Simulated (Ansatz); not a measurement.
Hg10Te10, relaxed as a singlet with RKS PBE-D4/def2-SVP in Ansatz, starting from the GFN1-xTB geometry. Force threshold 0.03 eV/Å.

In the def2 sets Hg, Te take a core potential; there is no spin–orbit coupling. Single mean-field runs in def2-SVP are fitted with def2-universal-jkfit. Another isomer (singlet) lies 0.12 eV lower at PBE0-D4/def2-TZVP; other spin states weren't run for this one.

Start:

Cartesian coordinates in Å:
```
Hg -3.886 2.030 -0.303
Hg -3.974 -1.619 0.965
Hg -0.286 0.601 1.715
Hg -1.063 1.708 -2.681
Hg 0.189 4.373 -0.440
Hg 3.442 2.645 0.712
Hg -1.186 -2.943 -1.075
Hg -0.032 -3.710 2.361
Hg 3.325 -1.800 2.246
Hg 3.086 -0.498 -1.213
Te -3.130 0.839 2.211
Te -3.883 1.600 -2.968
Te 0.959 3.190 2.073
Te 0.444 4.072 -3.110
Te -4.001 -2.900 -1.413
Te 0.845 -1.268 3.615
Te 0.194 -5.137 0.080
Te 0.171 -0.354 -1.018
Te 4.453 1.942 -1.690
Te 4.332 -2.771 -0.065
```

```json
{"step": "1", "energy (eV)": "-114723.6416", "largest force component (eV/Å)": "0.790", "SCF passes": "23"}
{"step": "2", "energy (eV)": "-114724.5834", "largest force component (eV/Å)": "0.474", "SCF passes": "28"}
{"step": "3", "energy (eV)": "-114724.9747", "largest force component (eV/Å)": "0.208", "SCF passes": "28"}
{"step": "4", "energy (eV)": "-114725.0337", "largest force component (eV/Å)": "0.161", "SCF passes": "23"}
{"step": "5", "energy (eV)": "-114725.0495", "largest force component (eV/Å)": "0.189", "SCF passes": "23"}
{"step": "6", "energy (eV)": "-114725.0650", "largest force component (eV/Å)": "0.017", "SCF passes": "23"}
{"step": "7", "energy (eV)": "-114725.0654", "largest force component (eV/Å)": "0.004", "SCF passes": "22"}
{"step": "8", "energy (eV)": "-114725.0655", "largest force component (eV/Å)": "0.004", "SCF passes": "16"}
{"step": "9", "energy (eV)": "-114725.0655", "largest force component (eV/Å)": "0.007", "SCF passes": "23"}
{"step": "10", "energy (eV)": "-114725.0659", "largest force component (eV/Å)": "0.040", "SCF passes": "24"}
{"step": "11 (rejected)", "energy (eV)": "-114725.0634", "largest force component (eV/Å)": "0.158", "SCF passes": "24"}
{"step": "15", "energy (eV)": "-114725.0802", "largest force component (eV/Å)": "0.517", "SCF passes": "29"}
{"step": "19", "energy (eV)": "-114725.2451", "largest force component (eV/Å)": "0.095", "SCF passes": "24"}
{"step": "23", "energy (eV)": "-114725.2962", "largest force component (eV/Å)": "0.092", "SCF passes": "24"}
{"step": "27", "energy (eV)": "-114725.3520", "largest force component (eV/Å)": "0.163", "SCF passes": "24"}
{"step": "31", "energy (eV)": "-114725.4302", "largest force component (eV/Å)": "0.164", "SCF passes": "24"}
{"step": "35", "energy (eV)": "-114725.4933", "largest force component (eV/Å)": "0.151", "SCF passes": "24"}
{"step": "39", "energy (eV)": "-114725.6761", "largest force component (eV/Å)": "0.188", "SCF passes": "24"}
{"step": "43", "energy (eV)": "-114725.9257", "largest force component (eV/Å)": "0.191", "SCF passes": "24"}
{"step": "47", "energy (eV)": "-114726.1759", "largest force component (eV/Å)": "0.131", "SCF passes": "23"}
{"step": "51", "energy (eV)": "-114726.3283", "largest force component (eV/Å)": "0.096", "SCF passes": "23"}
{"step": "55", "energy (eV)": "-114726.4208", "largest force component (eV/Å)": "0.154", "SCF passes": "23"}
{"step": "59", "energy (eV)": "-114726.5178", "largest force component (eV/Å)": "0.179", "SCF passes": "24"}
{"step": "63", "energy (eV)": "-114726.5425", "largest force component (eV/Å)": "0.042", "SCF passes": "23"}
{"step": "67", "energy (eV)": "-114726.5663", "largest force component (eV/Å)": "0.089", "SCF passes": "24"}
{"step": "69", "energy (eV)": "-114726.5722", "largest force component (eV/Å)": "0.020", "SCF passes": "23"}
```

Force components are those of the run's own axes.

End:

Cartesian coordinates in Å:
```
Hg -3.3652 2.4883 -0.0619
Hg -3.9348 -1.2750 1.2418
Hg -0.4979 0.4074 1.1305
Hg -1.6645 1.1944 -2.7016
Hg 0.8494 2.9430 -1.4572
Hg 2.6917 2.7348 1.7897
Hg -2.0648 -4.3535 0.1915
Hg 1.3129 -2.7840 1.1760
Hg 1.7658 -0.5959 -2.0385
Hg 4.3968 -0.1336 0.6754
Te -3.2223 1.1418 2.3071
Te -3.0046 3.6073 -2.4798
Te 0.1759 3.5621 1.0882
Te 1.2969 1.6463 -3.7813
Te -4.6880 -3.7530 0.5638
Te 1.4823 -0.5918 2.8039
Te 0.5151 -4.9562 -0.2607
Te -1.0761 -1.1149 -1.2912
Te 5.2662 2.0242 2.0823
Te 3.7653 -2.1918 -0.9781
```

Bonds lost: Hg7–Te18, Hg9–Te16, Hg10–Te18 (atoms count from 1). Bonds formed: Hg9–Te14, Hg9–Te18 (atoms count from 1).

The force fell under the threshold at step 6, but the optimiser went on and released 1.507 eV more. No frequencies were taken in this run, so the end may be a saddle point.

Run time 7.1 min (5 threads of AMD EPYC 7R13 on a shared host and a share (37 GiB) of an NVIDIA H100 80GB HBM3), peak host memory 1.4 GiB.
